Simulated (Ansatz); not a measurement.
# Predicting a hybrid from its neighbours: C2H8OSi

C2H8OSi: 12 atoms, total charge 0, spin state singlet. SMILES: `CC[SiH2]O`. The shape is that of a PBE0-D4/def2-TZVP optimisation. This is one conformer, not always the lowest.

The vertical ionisation energy (to the doublet cation) y, in eV, basis cc-pVDZ; a is the functional's share of exact exchange. Programs: Ansatz 0.2.0.

```
functional  program     a  y (eV)
      BLYP   Ansatz     0    9.44
    revPBE   Ansatz     0    9.53
     B3LYP   Ansatz   0.2       ?
   r2SCAN0   Ansatz  0.25   10.11
      PBE0   Ansatz  0.25    9.99
     BHLYP   Ansatz   0.5   10.26
```

Task: Fit y = c + s·a to the known rows and predict B3LYP.

Result: 
1. Means of the 5 rows: a = 0.2000, y = 9.866.
2. Σ(Δa)² = 0.175, Σ(Δa·Δy) = 0.289, so the slope is 0.289/0.175 = 1.6514.
3. Intercept: 9.866 − (1.6514) × 0.2000 = 9.536. The largest residual of the fit is 0.16.
4. B3LYP: 9.536 + (1.6514) × 0.2 = 9.87 eV.

The run gave 9.96 eV, so the prediction is off by -0.09 eV, within the scatter of the fit.
